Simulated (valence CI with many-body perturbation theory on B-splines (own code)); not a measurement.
Run record, Er55+

Computed by relativistic CI+MBPT: three valence electrons over a frozen Dirac-Fock core [Ne], radial functions for each j: 6 s, 6 p, 5 d, 3 f, 1 g, with the one-electron correlation potential Σ1 (screened to all orders), the two-electron term Σ2, the three-electron term Σ3, Breit, model QED; selected single and double excitations, second order for the rest (own B-spline code, finite nucleus).

Command, and the settings that its task file holds:

```sh
python run_cv.py task.json out
```

```
atom Er  Z=68  mass_number=166  rms_radius_fm=5.2516
core [Ne]
valence 3s2 3p1
avg = 1
basis = S
breit = 1
cap = 10000
capref = 1200
cscale = 1
de = 0.0
dress = 0
ecut = 5610
eps = 2e-08
h = 0.27
hh = 1
l2 = 3
lcore = 6
maxit = 60
n2 = 5
natural = 1
nlev = 20
nno = [3, 3, 3, 2, 1]
nroot = 26
nsp = [3, 3, 2, 1, 0]
pt2 = 1
qed = 1
rpa = 1
s1 = 1
s2 = 1
s3 = 1
screen = 1
tol = 2e-05
```

It took 26 s on 1 thread of Intel(R) Xeon(R) Processor @ 2.50GHz (Skylake/Cascade Lake), on a shared host.

Log. The first blocks belong to the next ion, which gives the ionisation energy. Fields: 2J, parity (1 odd), roots, reference size, generating configurations, candidates as configurations/state functions, variational space P, stored matrix elements, Davidson steps; e2 is the range of second-order energies in hartree. The first line gives the box (bohr), its intervals, the orbitals and the steps of their self-consistent field. Window is the range of levels sought, series limit the energy at which the first omitted orbital would enter, core excitation an estimate of the first excitation out of the core, left out the lowest levels not solved, and shifts from estimates the range by which levels moved from their first estimate, all in cm⁻¹.

```
rmax 1.5 intervals 54 orbitals 36 references ['3s2 3p', '3s 3p2', '3s2 3d', '3s 3p 3d', '3p3'] scf 2 t 1.6
2J=0 par=0 roots 2 ref 15 generators 4 cand 92/92 P 107/107 nnz 0 it 0
   second order: generators 5 cand 0/0 e2 -0.00000 -0.00000
reference levels 433, estimated 42, window 5302369 1/cm; series limit 29472935, core excitation 56384619
2J=1 par=1 roots 3 ref 37 generators 7 cand 274/405 P 927/1381 nnz 0 it 3
2J=1 par=1 roots 3 ref 37 generators 9 cand 223/330 P 984/1468 nnz 0 it 4
   second order: generators 10 cand 386/579 e2 -0.00000 -0.00000
2J=1 par=0 roots 3 ref 41 generators 7 cand 560/836 P 737/1080 nnz 0 it 0
2J=1 par=0 roots 3 ref 41 generators 9 cand 427/635 P 928/1360 nnz 0 it 4
   second order: generators 10 cand 236/355 e2 -0.00000 -0.00000
2J=3 par=1 roots 6 ref 60 generators 11 cand 249/553 P 1176/2421 nnz 0 it 4
2J=3 par=1 roots 6 ref 60 generators 13 cand 199/419 P 1246/2584 nnz 1.1e+06 it 4
   second order: generators 16 cand 585/1301 e2 -0.00000 -0.00000
2J=3 par=0 roots 5 ref 65 generators 9 cand 591/1294 P 917/1809 nnz 0 it 4
2J=3 par=0 roots 5 ref 65 generators 12 cand 459/1015 P 1093/2180 nnz 0 it 4
   second order: generators 16 cand 523/1239 e2 -0.00000 -0.00000
2J=5 par=0 roots 4 ref 63 generators 9 cand 482/1243 P 979/2056 nnz 0 it 4
2J=5 par=0 roots 4 ref 63 generators 12 cand 412/1047 P 1070/2273 nnz 0 it 4
   second order: generators 16 cand 561/1511 e2 -0.00000 -0.00000
2J=5 par=1 roots 4 ref 55 generators 5 cand 270/681 P 1152/2571 nnz 1.1e+06 it 3
2J=5 par=1 roots 4 ref 55 generators 10 cand 218/521 P 1219/2760 nnz 1.3e+06 it 4
   second order: generators 12 cand 397/999 e2 -0.00000 -0.00000
2J=7 par=1 roots 2 ref 36 generators 3 cand 393/943 P 919/1993 nnz 0 it 3
2J=7 par=1 roots 2 ref 36 generators 5 cand 281/663 P 998/2181 nnz 0 it 3
   second order: generators 7 cand 202/475 e2 -0.00000 -0.00000
left out: unestimated 7740494, estimated 6553008, shifts from estimates -1 to 1
operators 1.7
```

The Davidson iterations converged.

No measured spectrum was set against this ion. As an estimate, large intervals hold to a few tenths of a per cent, small ones and those within an open d or f shell to about a per cent.

```yaml
Valence_energy: -623.6972 hartree
Ionisation_energy: "5455.8 eV (NIST: 5455 ± 5 eV (theoretical))"
Reference_configurations_for_the_orbitals: 3s2 3p, 3s 3p2, 3s2 3d, 3s 3p 3d, 3p3
Radial_orbitals: 36
Box_radius: 1.505 bohr
Largest_variational_space: 2760
Lowest_levels: (3s^2 3p1/2) J=1/2 0.00, (3s 3p1/2^2) J=1/2 1178.3, (3s^2 3p3/2) J=3/2 1963.0, (3s 3p1/2 3p3/2) J=3/2 [a] 2927.6, (3s 3p1/2 3p3/2) J=5/2 3056.9, (3s 3p1/2 3p3/2) J=3/2 [b] 3215.5, (3s 3p1/2 3p3/2) J=1/2 3287.5, (3s^2 3d3/2) J=3/2 3651.8, (3s^2 3d5/2) J=5/2 4036.6, (3p1/2^2 3p3/2) J=3/2 4381.2, (3s 3p1/2 3d3/2) J=3/2 [a] 4490.1, (3s 3p1/2 3d3/2) J=5/2 4583.5, (3s 3p1/2 3d3/2) J=1/2 4773.5, (3s 3p1/2 3d3/2) J=3/2 [b] 4811.6 × 10³ cm⁻¹
```

Levels are named by their leading jj configuration (3d3/2^4 stands for four electrons in 3d with j = 3/2), which in mixed levels can hold well under half, so a name can repeat and another be missing. Letters in brackets count levels of one name in rising energy.
